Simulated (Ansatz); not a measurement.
Ansatz (an electronic-structure program) input (CCSD(T)/cc-pV(T+d)Z):
A basis named .json is the Basis Set Exchange file of that set.

Ansatz 0.2 input:
```yaml
crystal:
  periodic: [false, false, false]
  atoms:
    - {symbol: C, position_ang: [1.44272465, 0.53619193, -0.93641658]}
    - {symbol: Si, position_ang: [-0.05531291, -0.02300838, 0.01125866]}
    - {symbol: O, position_ang: [-0.41479935, -1.47993840, -0.70980138]}
    - {symbol: O, position_ang: [-1.20007129, 1.13537071, -0.12024664]}
    - {symbol: O, position_ang: [0.14314703, -0.27621951, 1.62564217]}
    - {symbol: H, position_ang: [1.19673031, 0.73016082, -1.98037445]}
    - {symbol: H, position_ang: [1.79079390, 1.46910356, -0.48492522]}
    - {symbol: H, position_ang: [2.24698342, -0.19752523, -0.89496807]}
    - {symbol: H, position_ang: [-1.87715994, 1.18045888, 0.55971419]}
    - {symbol: H, position_ang: [0.53447394, -1.11093480, 1.89667847]}
basis:
  gaussian:
    orbitals: cc-pV_T+d_Z.json
magnetization: {spin_polarized: true, initial_magnetization: 1}
correlation: {method: ccsd_t, electrons: outside_noble_gas}
```

End of the output:

```
integrals: 2.02 GiB planned
1335 factors; integrals over basis functions are off by at most 1.3e-3 eV
mean field: 1.14 GiB planned
mean field evaluation 1: about -15081.8921 eV, gradient 3.9e1 eV
mean field evaluation 2: about -15081.8965 eV, gradient 3.9e1 eV
mean field evaluation 4: about -15089.1871 eV, gradient 5.3e0 eV
mean field evaluation 8: about -15090.0318 eV, gradient 8.4e-1 eV
mean field evaluation 16: about -15090.1052 eV, gradient 1.3e-3 eV
mean field evaluation 32: about -15090.1041 eV, gradient 9.7e-2 eV
mean field evaluation 64: about -15090.1008 eV, gradient 7.3e-2 eV
mean field evaluation 96: about -15089.9240 eV, gradient 7.5e-2 eV
mean field evaluation 128: about -15089.9270 eV, gradient 5.7e-2 eV
mean field evaluation 160: about -15088.4299 eV, gradient 2.0e0 eV
mean field -15090.10522049 eV, -554.5511384125 hartree, gradient 2.4e-6 eV, S^2 0.756507; 6 other end points of the search recorded, 0 dependent functions left out
determinant -15090.10522049 eV, -554.5511384125 hartree, with singles and doubles -15117.27507650 eV, -555.5496122044 hartree
determinant -15089.92454491 eV, -554.5444987074 hartree, with singles and doubles -15117.07142339 eV, -555.5421280905 hartree
determinant -15090.10522049 eV, -554.5511384125 hartree, with singles and doubles -15117.14021994 eV, -555.5446563171 hartree
determinant -15089.92454491 eV, -554.5444987074 hartree, with singles and doubles -15116.93386292 eV, -555.5370728365 hartree
9 core orbitals not correlated
reference -15090.10522049 eV, -554.5511384125 hartree; 16, 15 occupied and 204, 205 virtual orbitals, 1335 factors
second order -26.11874341 eV of doubles, -0.00000000 eV of singles
coupled cluster: 5.22 GiB planned
cycle   1  -27.03499645 eV  change    3.0e-6 eV  update   4.8e-6
perturbative correction -0.94521025 eV, -0.0347358359 hartree
Total energy: -15118.08542719 eV, -555.5793920429 hartree
```

It need not be the lowest isomer of its formula.
